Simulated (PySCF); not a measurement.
**Electronic structure of Ta⁺ (tantalum, charge +1) at the UHF level**

Configuration: [Xe] 4f14 5d2 6s2, high-spin 3F determinant (an excited configuration). Calculation: PySCF 2.14, in aug-cc-pVDZ-PP with ECP60MDF (5s5p4d2f, 54 functions); scalar relativity through the core potential.

```json
{
  "Total energy": "-56.472212 hartree",
  "One-electron energy": "-90.8094 hartree",
  "Hartree (Coulomb) energy": "40.1214 hartree",
  "Exchange energy": "-5.7842 hartree",
  "⟨S²⟩": "2.0061",
  "⟨L²⟩": "12.031",
  "Sum of ⟨r⟩": "20.50 bohr",
  "Sum of ⟨r²⟩": "46.29 bohr²"
}
```

```json
{"shell": "5s α", "electrons": "1", "mean orbital energy (eV)": "-97.369", "rms radius, mean of both spins (bohr)": "1.19"}
{"shell": "5s β", "electrons": "1", "mean orbital energy (eV)": "-95.267", "rms radius, mean of both spins (bohr)": "1.19"}
{"shell": "5p α", "electrons": "3", "mean orbital energy (eV)": "-59.069", "rms radius, mean of both spins (bohr)": "1.39"}
{"shell": "5p β", "electrons": "3", "mean orbital energy (eV)": "-55.902", "rms radius, mean of both spins (bohr)": "1.39"}
{"shell": "5d α", "electrons": "2", "mean orbital energy (eV)": "-18.145", "rms radius, mean of both spins (bohr)": "2.12"}
{"shell": "6s α", "electrons": "1", "mean orbital energy (eV)": "-14.828", "rms radius, mean of both spins (bohr)": "3.38"}
{"shell": "6s β", "electrons": "1", "mean orbital energy (eV)": "-13.657", "rms radius, mean of both spins (bohr)": "3.38"}
```

Energies and moments cover only the electrons outside the core potential. Spin-orbit coupling, absent here, splits the open shell strongly.
